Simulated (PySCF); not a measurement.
Ge(I)(SiH3) (GeH₃ISi), SMILES [Ge]([I])[SiH3] (connectivity only; charge and spin as stated), neutral, multiplicity 1. Atoms are numbered in the order given.

```xyz
6

Ge     1.0082    -0.9611     0.0000
I     -0.2203     1.3185     0.0000
Si    -1.1315    -2.2552     0.0000
H     -0.8828    -3.7317     0.0000
H     -1.9303    -1.9126    -1.2163
H     -1.9303    -1.9126     1.2163
```

Geometry optimised at B3LYP-D3(BJ)/def2-SVP. The def2 effective core potentials stand for the cores of I; spin–orbit coupling is left out.

The numbers are results of PBE/def2-TZVPD in PySCF, not measurements.

```
Quantity                                                                                                         Result
---------------------------------------------------------------------------------------------  ------------------------
total energy                                                                                        -2665.55592 hartree
point group                                                                                                          Cs
highest occupied level                                                                                         -5.57 eV
lowest empty level                                                                                             -4.18 eV
orbital gap                                                                                                     1.39 eV
dipole moment                                                                                                    1.21 D
quadrupole, principal values (traceless, Buckingham form, about the centre of nuclear charge)     -5.50, 2.45, 3.05 D·Å
mean static polarisability                                                                       112.0 bohr³ (16.60 Å³)
polarisability, principal values                                                               79.1, 112.0, 145.1 bohr³
```
